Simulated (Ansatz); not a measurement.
The cluster Na8H7⁺. Total charge 1; singlet. Geometry PBE0-D4/def2-SVP; atoms count from 1.

```xyz
15

Na    2.101   -2.784   -3.232
Na   -2.100    2.794    3.224
Na    2.389   -0.151    0.125
Na   -0.004    1.304    1.644
Na   -2.082   -2.526   -3.451
Na    2.085    2.533    3.442
Na    0.002   -1.312   -1.637
Na   -2.389    0.148   -0.122
H    -0.008    2.756    3.455
H    -0.004   -0.007    0.007
H    -2.297   -1.221   -1.830
H     2.305   -1.506   -1.588
H     0.010   -2.754   -3.459
H     2.298    1.219    1.831
H    -2.307    1.506    1.591
```

The structure comes from a short search, and lower isomers may exist.

Estimate the Mulliken populations from the PBE0/def2-TZVP orbitals of Ansatz.


| atom | charge (e) |
| --- | --- |
| Na1 | 0.28 |
| Na2 | 0.28 |
| Na3 | 0.30 |
| Na4 | 1.13 |
| Na5 | 0.28 |
| Na6 | 0.28 |
| Na7 | 1.13 |
| Na8 | 0.30 |
| H9 | -0.41 |
| H10 | -0.61 |
| H11 | -0.39 |
| H12 | -0.39 |
| H13 | -0.41 |
| H14 | -0.39 |
| H15 | -0.39 |
Mulliken values and Mayer orders depend strongly on the basis.
